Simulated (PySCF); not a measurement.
SMILES C[SiH2]O[SiH2]C, GFN2-xTB optimised geometry.

```
15

Si    -1.69    -0.16     0.00
C     -2.35    -1.05    -1.54
O     -0.07    -0.16     0.00
Si     1.49    -0.37    -0.38
C      1.65    -1.14    -2.10
H     -2.08    -0.85     1.23
H     -2.09     1.26     0.00
H     -2.01    -0.57    -2.45
H     -2.01    -2.09    -1.57
H     -3.44    -1.06    -1.55
H      2.09     0.97    -0.34
H      2.03    -1.26     0.65
H      1.16    -2.11    -2.15
H      2.69    -1.29    -2.37
H      1.20    -0.51    -2.87
```

Density from PBE0/def2-TZVP run with PySCF at that geometry.

Minimum of the electron density along straight lines between bonded atoms, close to the bond critical point (lines longer than 1.1 times the sum of covalent radii, or with two minima, are not listed):

| bond | length / Å | ρ at the minimum / e bohr⁻³ | ∇²ρ there / e bohr⁻⁵ | position (fraction from the first atom) |
|---|---|---|---|---|
| Si1–C2 | 1.897 | 0.118 | 0.15 | 0.39 |
| Si1–O3 | 1.622 | 0.138 | 0.94 | 0.42 |
| O3–Si4 | 1.622 | 0.138 | 0.94 | 0.59 |
| Si4–C5 | 1.897 | 0.118 | 0.15 | 0.39 |
| Si1–H6 | 1.464 | 0.127 | 0.17 | 0.49 |
| Si1–H7 | 1.464 | 0.127 | 0.17 | 0.49 |
| C2–H8 | 1.087 | 0.274 | -0.91 | 0.64 |
| C2–H9 | 1.087 | 0.274 | -0.91 | 0.64 |
| C2–H10 | 1.086 | 0.274 | -0.92 | 0.64 |
| Si4–H11 | 1.464 | 0.127 | 0.17 | 0.49 |
| Si4–H12 | 1.464 | 0.127 | 0.17 | 0.49 |
| C5–H13 | 1.087 | 0.274 | -0.91 | 0.64 |
| C5–H14 | 1.086 | 0.274 | -0.92 | 0.64 |
| C5–H15 | 1.087 | 0.274 | -0.91 | 0.64 |
